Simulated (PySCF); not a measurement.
**C₆ coefficients of unlike pairs at UHF**

Calculated with PySCF 2.14 from the dipole response of each species, C₆(A,B) = (3/π) ∫ α_A(iu) α_B(iu) du, in atomic units, from isotropic polarisabilities. For ions this is the dispersion term alone; charge-induced terms of lower order in 1/R come first.

| species | configuration | basis | relativity | α (bohr³) | C₆ (like pair) |
| --- | --- | --- | --- | --- | --- |
| Ag²⁺ | [Kr] 4d9 (2D) | x2c-TZVPPall with one added diffuse shell each of s, p, d, f type (9s7p7d3f1g) | spin-free X2C | 5.466 | 27.75 |
| Ar⁺ | [Ne] 3s2 3p5 (2P) | dyall-av2z (13s9p2d) | none | 6.485 | 29.91 |
| Ag³⁺ | [Kr] 4d8 (3F) | aug-cc-pwCVTZ-PP with ECP28MDF (8s8p7d4f3g) | core potential | 3.757 | 16.63 |
| C³⁺ | [He] 2s1 (2S) | aug-cc-pwCVTZ (7s6p4d2f) | none | 3.482 | 2.894 |

Question: Estimate C₆ for C³⁺ with Ag²⁺.

Answer: The integral gives 7.385. The combination rule 2 C_A C_B / (C_A α_B/α_A + C_B α_A/α_B) gives 7.229 and the geometric mean 8.962.

No spin-orbit coupling is included.

The other pairs:

```
      pair     C₆
 C³⁺, Ag³⁺  5.395
  C³⁺, Ar⁺  8.256
 Ag³⁺, Ar⁺  21.47
Ag³⁺, Ag²⁺  21.40
 Ar⁺, Ag²⁺  28.27
```
